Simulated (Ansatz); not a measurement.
Correlation energies of CH3NSe (`NC=[Se]`) by basis set

```xyz
6

N    -0.540   -0.512   -0.017
C     0.333    0.489   -0.044
Se    2.016    0.425    0.530
H    -1.479   -0.405   -0.360
H    -0.256   -1.405    0.355
H    -0.075    1.407   -0.465
```

Total charge 0; spin multiplicity 1. Correlated methods include outer-core shells of Se, which these sets cover unevenly. Scalar relativity is left out up to krypton. Geometry: relaxed with PBE0-D4/def2-TZVP. It is one conformer, not always the lowest. Frozen core, restricted reference, Ansatz.

```tsv
basis	HF (Eh)	MP2 corr.
def2-SVP	-2493.52705	-0.53431
def2-TZVPP	-2493.93548	-0.63941
def2-QZVPP	-2493.98736	-0.96825
```

Task: Estimate the CCSD correlation energy and the (T) correction in each basis where they were run (hartree).

Result: 
| basis | CCSD corr. | (T) |
| --- | --- | --- |
| def2-SVP | -0.55150 | -0.01890 |
| def2-TZVPP | -0.65337 | -0.02940 |
